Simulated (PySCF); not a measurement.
**Potassium: a sound run and one with changed settings**

Sound run: K⁺ [Ar], K²⁺ [Ne] 3s2 3p5. Computed with PySCF 2.14 in x2c-TZVPall (6s4p3d, 33 functions), with scalar relativity by spin-free X2C-1e. In the sound run the correlated levels freeze [Ne] 3s2. The sound run starts from symmetry-adapted Hartree-Fock orbitals and uses a fine grid where one is needed.

Changed run: initial guess minao, at most 50 SCF cycles.

```csv
species,method,sound run (hartree),changed run (hartree),converged
K⁺,UHF,-601.30155,-601.30155,yes
K⁺,M06-L,-602.04470,-602.04470,yes
K⁺,CCSD(T),-601.43854,-601.43854,yes
K²⁺,r2SCAN,-600.85532,-600.85532,yes
K²⁺,MP2,-600.26435,-600.26435,yes
```

Here the plain start reaches the same solutions.
